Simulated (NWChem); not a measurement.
Molecule: GeHCl$_{2}$, doublet; SMILES [Cl][GeH][Cl]

```xyz
4

Cl    -0.6367     0.0006    -1.7540
Ge     0.6309    -0.0406     0.0000
Cl    -0.6367     0.0006     1.7540
H      1.4591     1.2789     0.0000
```
Atoms are numbered in this order, from 1.

Computed with NWChem. Pople sets run with spherical d functions. Spin-unrestricted. In the optimisation the excess spin sits in a' (Cs, its own frame). Coordinates come from a PBE0/def2-SVP, spin-unrestricted optimisation. No stability test was run on the SCF state.

**Question.** Taking PBE0/6-311G** as the yardstick, which of these has the fewest basis functions while keeping “highest occupied level (eV)” within 0.2 eV of it: PBE0/3-21G; PBE0/STO-3G; PBE0/6-31G*?

**Answer.** PBE0/3-21G.
| level | basis functions | highest occupied level (eV) |
|---|---|---|
| PBE0/STO-3G | 37 | -5.16 |
| PBE0/3-21G | 50 | -7.33 |
| PBE0/6-31G* | 70 | -7.18 |
| PBE0/6-311G** | 102 | -7.28 |

The yardstick is one finite set, not the basis-set limit.
